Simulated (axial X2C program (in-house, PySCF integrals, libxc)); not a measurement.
Low determinants of AlTe⁻ at the PBE0 level, 2c

All values were computed with an axial X2C code built on PySCF integrals. Two-component (2c) means X2C with spin–orbit coupling and atomic mean-field two-electron Coulomb and Gaunt terms. Basis: Te dyall-acv3z [12s13p9d5f1g], Al dyall-av3z [9s9p3d2f] (cores contracted in-house); Gaussian nuclei, density fitting, unrestricted open shells. Masses: Te 129.906 u, Al 26.982 u.

Search at 2.410 Å (vertical energies from the lowest determinant):

```
ΔE (eV)  state  electrons beyond evenly filled partner blocks  electrons in ±ω = 1/2, 3/2, 5/2, 7/2
   0.00  Ω = 0                                           none                             44 18 4 0
   2.00  Ω = 2                               ω = 1/2, ω = 3/2                             43 19 4 0
   2.25  Ω = 1                                    2 × ω = 1/2                             44 18 4 0
   2.32  Ω = 1                              ω = -1/2, ω = 3/2                             43 19 4 0
   2.69  Ω = 1                              ω = -1/2, ω = 3/2                             45 17 4 0
   2.74  Ω = 3                                    2 × ω = 3/2                             44 18 4 0
   2.78  Ω = 2                               ω = 1/2, ω = 3/2                             45 17 4 0
```

Lowest determinant, Ω = 0 (closed shell): Re = 2.464 Å, ωe = 364.7 cm⁻¹.

The determinant in row 2 of the search, Ω = 2 (⟨Sz⟩ = 0.97, ⟨Lz⟩ = 1.03 at PBE0), was followed along the bond at PBE0; measured from the minimum of the lowest determinant it gives:

Te = 1.978 eV (15950 cm⁻¹), Re = 2.500 Å, ωe = 302.8 cm⁻¹.

(1) Compare the bond of the determinant in row 2 with that of the lowest one.

The search compares states at one distance, so a state with another bond length can lie lower; it is not exhaustive and yields mostly the lowest determinant of each block pattern, so other components and higher states of one pattern are missing. These are energies of single determinants, not of spin-adapted states; PBE0 term energies can be off by some tenths of an eV, and the functional has no current term. Open-shell Ω = 0 determinants with evenly filled partner blocks cannot be reached by this program, so the Ω shown need not be the lowest component. For an anion, determinants above electron detachment are held by the basis set. Row 2 has a positive highest level at its minimum.

Answers

(1) At PBE0 its Re is 0.036 Å longer and its force constant, which goes as ωe², is 0.69 times that of the lowest determinant. T0 ≈ Te + Δωe/2 = 15950 + (-31) = 15919 cm⁻¹.
